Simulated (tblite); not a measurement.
Record of a relaxation.

C4H9FGeSi2.
Numbering: `[CH3:1][C:2]#[C:3][Si@@H:4]1[CH2:5][Si@@H:6]([F:7])[GeH2:8]1` (hydrogens: H9, H10, H11 on C1; H12 on Si4; H13, H14 on C5; H15 on Si6; H16, H17 on Ge8)

Computed with GFN2-xTB (tblite), gas phase: L-BFGS steps from a force-field or distance-geometry start until the largest atomic force falls under 0.01 eV/Å. 9 of its 172 geometries are shown.

Step 0: E = -631.5549 eV, largest atomic force 3.305 eV/Å
```
atom  x, y, z in Å  |  force x, y, z in eV/Å
C1      3.573    0.549    0.352   -0.506  -0.973   0.469
C2      2.184    0.013    0.346    2.039   0.869   0.257
C3      1.073   -0.435    0.381   -0.459  -0.214  -0.053
Si4    -0.640   -1.083    0.431    1.031  -2.070   2.361
C5     -1.420   -1.014   -1.222   -0.225  -1.053  -2.340
Si6    -1.712    0.796   -0.992   -1.836   2.235  -1.372
F7     -3.023    1.374   -1.893    1.116  -0.366   0.450
Ge8    -2.197    0.401    1.211   -0.300   0.591   0.753
H9      3.614    1.594    0.680   -0.209  -0.217  -0.398
H10     4.198   -0.020    1.090   -0.597   0.262  -0.632
H11     3.990    0.390   -0.651   -0.028   0.313   0.344
H12    -0.727   -2.446    1.018    0.270   0.051  -0.155
H13    -2.371   -1.609   -1.226    0.876   0.505  -0.224
H14    -0.770   -1.301   -2.085   -0.768   0.036   0.597
H15    -0.508    1.613   -1.217   -0.344  -0.152  -0.155
H16    -1.700    1.431    2.244   -0.513  -0.271  -0.065
H17    -3.571   -0.242    1.522    0.454   0.455   0.163
```

Step 21: E = -632.3523 eV, largest atomic force 0.189 eV/Å
```
atom  x, y, z in Å  |  force x, y, z in eV/Å
C1      3.538    0.501    0.370   -0.004  -0.033   0.002
C2      2.217   -0.085    0.426   -0.110  -0.048  -0.016
C3      1.121   -0.587    0.465    0.089   0.060   0.042
Si4    -0.600   -1.254    0.535    0.057  -0.032  -0.088
C5     -1.359   -0.962   -1.212    0.021  -0.015  -0.095
Si6    -1.818    0.884   -1.040   -0.096   0.072   0.087
F7     -3.017    1.349   -2.033   -0.015  -0.076   0.070
Ge8    -2.099    0.438    1.270   -0.055   0.128  -0.127
H9      3.492    1.557    0.633   -0.006   0.000   0.043
H10     4.197   -0.018    1.065    0.026   0.033   0.024
H11     3.948    0.412   -0.635   -0.006  -0.025  -0.047
H12    -0.552   -2.649    0.981   -0.063  -0.073   0.035
H13    -2.266   -1.564   -1.314    0.042   0.053   0.028
H14    -0.734   -1.214   -2.064    0.083  -0.004   0.045
H15    -0.725    1.761   -1.452   -0.060  -0.028   0.017
H16    -1.857    1.494    2.342    0.020  -0.059  -0.029
H17    -3.493   -0.051    1.653    0.077   0.047   0.010
```

Step 43: E = -632.4210 eV, largest atomic force 0.123 eV/Å
```
atom  x, y, z in Å  |  force x, y, z in eV/Å
C1      3.513    0.445    0.402    0.027   0.025   0.007
C2      2.222   -0.196    0.518    0.074   0.018   0.008
C3      1.148   -0.740    0.603   -0.023   0.025  -0.005
Si4    -0.613   -1.286    0.539   -0.034   0.046  -0.035
C5     -1.190   -0.881   -1.258   -0.058   0.101  -0.040
Si6    -1.906    0.892   -1.054   -0.008  -0.059  -0.030
F7     -3.310    1.010   -1.858   -0.025  -0.009  -0.021
Ge8    -2.038    0.489    1.251    0.032  -0.026   0.037
H9      3.425    1.502    0.654   -0.039   0.017  -0.012
H10     4.243   -0.004    1.073   -0.039  -0.087   0.011
H11     3.874    0.358   -0.623    0.009  -0.009   0.011
H12    -0.791   -2.686    0.944    0.040  -0.002   0.006
H13    -1.999   -1.555   -1.544   -0.004  -0.010  -0.010
H14    -0.428   -0.986   -2.027    0.035   0.004   0.049
H15    -1.115    1.962   -1.648    0.005  -0.039   0.004
H16    -1.615    1.541    2.260    0.000   0.000  -0.018
H17    -3.426    0.145    1.759    0.010   0.004   0.038
```

Step 64: E = -632.4451 eV, largest atomic force 0.102 eV/Å
```
atom  x, y, z in Å  |  force x, y, z in eV/Å
C1      3.544    0.386    0.458    0.010   0.006   0.009
C2      2.226   -0.199    0.525   -0.017  -0.034   0.013
C3      1.130   -0.696    0.589    0.020  -0.028   0.013
Si4    -0.624   -1.253    0.502   -0.036   0.034   0.018
C5     -1.158   -0.824   -1.304   -0.002  -0.048  -0.067
Si6    -2.062    0.848   -1.084   -0.078   0.054   0.038
F7     -3.512    0.787   -1.809    0.008   0.007  -0.026
Ge8    -2.050    0.506    1.239   -0.021   0.019   0.080
H9      3.482    1.441    0.723    0.052   0.026   0.009
H10     4.215   -0.120    1.151    0.026   0.008   0.000
H11     3.936    0.294   -0.554    0.033   0.004   0.006
H12    -0.773   -2.663    0.888    0.012   0.019  -0.009
H13    -1.825   -1.588   -1.707    0.000   0.055  -0.007
H14    -0.315   -0.763   -1.990    0.000  -0.058  -0.004
H15    -1.402    1.982   -1.723   -0.052  -0.040  -0.006
H16    -1.465    1.614    2.099    0.009  -0.012  -0.015
H17    -3.354    0.260    1.987    0.036  -0.014  -0.053
```

Step 86: E = -632.4720 eV, largest atomic force 0.074 eV/Å
```
atom  x, y, z in Å  |  force x, y, z in eV/Å
C1      3.691    0.286    0.602    0.002  -0.010  -0.003
C2      2.337   -0.220    0.581    0.004   0.046  -0.040
C3      1.201   -0.622    0.525    0.038  -0.010  -0.004
Si4    -0.569   -1.123    0.403    0.008   0.005   0.000
C5     -1.203   -0.732   -1.383    0.013   0.004   0.030
Si6    -2.332    0.799   -1.121    0.061   0.030  -0.015
F7     -3.799    0.457   -1.721   -0.008   0.015   0.038
Ge8    -2.032    0.565    1.201   -0.045  -0.021   0.028
H9      3.688    1.339    0.886    0.007  -0.033  -0.001
H10     4.301   -0.272    1.312   -0.032  -0.006   0.006
H11     4.130    0.189   -0.392    0.020   0.013   0.015
H12    -0.712   -2.528    0.809   -0.004  -0.023  -0.023
H13    -1.773   -1.570   -1.781   -0.056  -0.035  -0.025
H14    -0.399   -0.562   -2.095    0.048   0.017   0.003
H15    -1.942    1.993   -1.868   -0.038  -0.061   0.018
H16    -1.383    1.736    1.912   -0.055   0.033   0.009
H17    -3.211    0.277    2.119    0.037   0.035  -0.036
```

Step 107: E = -632.4864 eV, largest atomic force 0.031 eV/Å
```
atom  x, y, z in Å  |  force x, y, z in eV/Å
C1      3.780    0.216    0.677   -0.012  -0.002   0.002
C2      2.405   -0.211    0.545    0.005   0.001   0.023
C3      1.258   -0.570    0.448    0.005   0.001  -0.019
Si4    -0.522   -1.042    0.340    0.008  -0.006   0.006
C5     -1.223   -0.680   -1.426   -0.004   0.007  -0.018
Si6    -2.462    0.760   -1.122   -0.004   0.000  -0.008
F7     -3.949    0.255   -1.536    0.027  -0.011   0.009
Ge8    -1.998    0.628    1.176   -0.018  -0.010  -0.007
H9      3.814    1.256    1.000    0.003   0.006   0.003
H10     4.288   -0.401    1.418    0.005   0.003  -0.019
H11     4.297    0.126   -0.278   -0.001  -0.015   0.000
H12    -0.668   -2.448    0.744   -0.008   0.012   0.002
H13    -1.726   -1.554   -1.839    0.012   0.028  -0.007
H14    -0.441   -0.421   -2.138   -0.015  -0.011   0.013
H15    -2.287    1.929   -1.975    0.003  -0.010  -0.003
H16    -1.433    1.871    1.837   -0.012  -0.003   0.006
H17    -3.141    0.296    2.118    0.005   0.010   0.016
```

Step 128: E = -632.4904 eV, largest atomic force 0.019 eV/Å
```
atom  x, y, z in Å  |  force x, y, z in eV/Å
C1      3.822    0.139    0.725    0.002  -0.001   0.002
C2      2.434   -0.235    0.573    0.003   0.004  -0.001
C3      1.277   -0.551    0.446    0.002  -0.014   0.000
Si4    -0.511   -0.980    0.305   -0.002   0.012   0.002
C5     -1.188   -0.581   -1.462    0.002  -0.002   0.000
Si6    -2.572    0.709   -1.120   -0.014  -0.006  -0.011
F7     -3.989   -0.034   -1.401    0.004   0.007  -0.001
Ge8    -2.000    0.675    1.157   -0.006   0.004  -0.006
H9      3.893    1.175    1.058   -0.001   0.001  -0.004
H10     4.299   -0.503    1.464    0.004  -0.003  -0.002
H11     4.346    0.036   -0.225   -0.006  -0.002   0.000
H12    -0.704   -2.385    0.694    0.000   0.001  -0.004
H13    -1.574   -1.463   -1.970    0.012  -0.001   0.007
H14    -0.408   -0.182   -2.109    0.000  -0.002   0.006
H15    -2.630    1.837   -2.042    0.002  -0.001   0.013
H16    -1.416    1.959    1.717   -0.009   0.007   0.003
H17    -3.085    0.395    2.181    0.007  -0.005  -0.001
```

Step 150: E = -632.4913 eV, largest atomic force 0.016 eV/Å
```
atom  x, y, z in Å  |  force x, y, z in eV/Å
C1      3.839    0.116    0.727   -0.006   0.000   0.001
C2      2.448   -0.248    0.580   -0.010  -0.006  -0.001
C3      1.288   -0.553    0.454    0.007   0.005   0.000
Si4    -0.506   -0.952    0.307    0.010  -0.005   0.011
C5     -1.177   -0.555   -1.463   -0.004   0.007  -0.005
Si6    -2.601    0.690   -1.122    0.010  -0.008  -0.004
F7     -3.996   -0.094   -1.393   -0.010  -0.007  -0.001
Ge8    -2.011    0.694    1.150   -0.004   0.002   0.007
H9      3.916    1.150    1.060    0.010   0.004  -0.008
H10     4.318   -0.529    1.464   -0.005  -0.008  -0.002
H11     4.357    0.009   -0.226   -0.002   0.004   0.002
H12    -0.723   -2.355    0.692    0.003   0.007   0.000
H13    -1.522   -1.444   -1.990    0.003   0.003   0.004
H14    -0.401   -0.119   -2.091   -0.001  -0.002   0.002
H15    -2.698    1.816   -2.041    0.001   0.009  -0.007
H16    -1.466    2.001    1.693    0.002  -0.006   0.002
H17    -3.072    0.385    2.191   -0.006   0.000  -0.002
```

Step 171: E = -632.4920 eV, largest atomic force 0.008 eV/Å
```
atom  x, y, z in Å  |  force x, y, z in eV/Å
C1      3.848    0.106    0.703    0.000  -0.001   0.002
C2      2.450   -0.240    0.580    0.003   0.004   0.001
C3      1.285   -0.532    0.476   -0.003   0.000   0.002
Si4    -0.509   -0.934    0.333   -0.002   0.000  -0.004
C5     -1.160   -0.547   -1.447   -0.004   0.002   0.005
Si6    -2.595    0.691   -1.129    0.003  -0.002   0.003
F7     -3.983   -0.099   -1.424   -0.002   0.000   0.001
Ge8    -2.046    0.692    1.155    0.007   0.001  -0.003
H9      3.946    1.141    1.033    0.002  -0.003  -0.001
H10     4.329   -0.545    1.433    0.001   0.001   0.000
H11     4.350   -0.008   -0.257   -0.006   0.000   0.000
H12    -0.718   -2.338    0.719    0.004   0.000  -0.001
H13    -1.494   -1.439   -1.974    0.001   0.001  -0.002
H14    -0.378   -0.109   -2.066    0.000  -0.001   0.000
H15    -2.683    1.821   -2.044    0.001   0.001  -0.001
H16    -1.524    1.997    1.727   -0.003   0.000  -0.004
H17    -3.124    0.358    2.170   -0.003  -0.002   0.002
```

Q: Summarise the path.

A: The energy falls by 0.9372 eV from step 0 to step 171; nine tenths of that is first reached at step 34. It rises by more than 0.2 meV at step 2. The largest force goes from 3.305 to 0.008 eV/Å. Among the bonds Si4–C5 changes most, from 1.829 to 1.934 Å; the atoms move by 0.988 Å rms after alignment.

Q: Follow the three bonds and two angles with the largest change from start to end.

A: 
```csv
step,E above end (eV),largest force (eV/Å),Si4–C5 (Å),Si4–Ge8 (Å),C5–Si6 (Å),H16–Ge8–H17 (°),Ge8–Si6–H15 (°)
0,0.9372,3.305,1.829,2.288,1.848,115.4,114.5
7,0.2694,0.378,1.939,2.359,1.910,105.5,112.0
15,0.1600,0.184,1.933,2.385,1.915,99.2,116.6
22,0.1359,0.169,1.931,2.380,1.910,101.2,118.7
30,0.1048,0.174,1.922,2.374,1.904,100.3,120.5
37,0.0816,0.104,1.928,2.386,1.916,100.2,122.0
45,0.0676,0.172,1.926,2.381,1.921,100.9,124.1
52,0.0582,0.116,1.930,2.377,1.925,101.0,124.8
59,0.0531,0.083,1.937,2.377,1.920,100.6,123.8
67,0.0433,0.126,1.931,2.380,1.917,100.3,122.5
74,0.0361,0.081,1.932,2.386,1.917,100.8,122.2
82,0.0259,0.069,1.937,2.374,1.919,100.3,122.2
89,0.0163,0.101,1.934,2.380,1.922,100.8,124.0
97,0.0080,0.050,1.934,2.380,1.922,100.5,125.7
104,0.0066,0.074,1.934,2.382,1.924,100.6,126.5
112,0.0046,0.056,1.935,2.382,1.923,100.6,126.9
119,0.0030,0.028,1.935,2.384,1.923,100.3,128.0
126,0.0018,0.028,1.934,2.383,1.921,100.5,129.3
134,0.0012,0.023,1.934,2.383,1.922,100.5,129.0
141,0.0010,0.019,1.933,2.382,1.921,100.5,129.0
149,0.0007,0.017,1.933,2.384,1.922,100.5,128.8
156,0.0005,0.017,1.934,2.384,1.921,100.6,128.4
164,0.0002,0.022,1.934,2.384,1.920,100.5,128.8
171,0.0000,0.008,1.934,2.384,1.921,100.5,128.6
```

The cost below is that of the whole relaxation. Hardware: an Arm Neoverse V1 with one thread (shared host). Cost: 1.8 s wall.
